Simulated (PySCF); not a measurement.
trans-(1S,2S)-1-ethenyl-2-fluorocyclopropane (C₅H₇F), SMILES C=C[C@@H]1C[C@@H]1F. Atoms are numbered in the order given.

```xyz
13

C      2.4470     0.3104     0.4796
C      1.2629    -0.0813     0.0041
C     -0.0295     0.1610     0.6698
C     -1.1062    -0.9159     0.6419
C     -1.2716     0.3184    -0.1583
F     -1.1506     0.2165    -1.5055
H      2.5340     0.8528     1.4263
H      3.3722     0.1027    -0.0630
H      1.2144    -0.6162    -0.9509
H      0.0219     0.7757     1.5743
H     -0.8672    -1.8244     0.0822
H     -1.7238    -1.0677     1.5305
H     -2.0116     1.0730     0.1280
```

Coordinates come from a PBE0-D3(BJ)/def2-SVP optimisation. The values are those of a single conformer.

Level of theory: HF/pcSseg-1 (PySCF).

GIAO shieldings, no solvent; atoms listed in one row are averaged. δ = σ(ref) − σ: ¹³C against TMS (σ = 192.6 ppm); ¹⁹F against CFCl3 (σ = 238.5 ppm); ¹H against TMS (σ = 31.99 ppm), references at their B3LYP-D3(BJ)/def2-TZVP geometries, non-relativistic.

```json
[
 {"nucleus": "¹³C", "atoms": "C2", "count": "1", "δ (ppm)": "146.4"},
 {"nucleus": "¹³C", "atoms": "C1", "count": "1", "δ (ppm)": "123.1"},
 {"nucleus": "¹³C", "atoms": "C5", "count": "1", "δ (ppm)": "63.6"},
 {"nucleus": "¹³C", "atoms": "C3", "count": "1", "δ (ppm)": "18.0"},
 {"nucleus": "¹³C", "atoms": "C4", "count": "1", "δ (ppm)": "12.4"},
 {"nucleus": "¹⁹F", "atoms": "F6", "count": "1", "δ (ppm)": "-213.7"},
 {"nucleus": "¹H", "atoms": "H9", "count": "1", "δ (ppm)": "5.98"},
 {"nucleus": "¹H", "atoms": "H7", "count": "1", "δ (ppm)": "5.77"},
 {"nucleus": "¹H", "atoms": "H8", "count": "1", "δ (ppm)": "5.67"},
 {"nucleus": "¹H", "atoms": "H13", "count": "1", "δ (ppm)": "4.43"},
 {"nucleus": "¹H", "atoms": "H10", "count": "1", "δ (ppm)": "1.38"},
 {"nucleus": "¹H", "atoms": "H11, H12", "count": "2", "δ (ppm)": "1.10"}
]
```
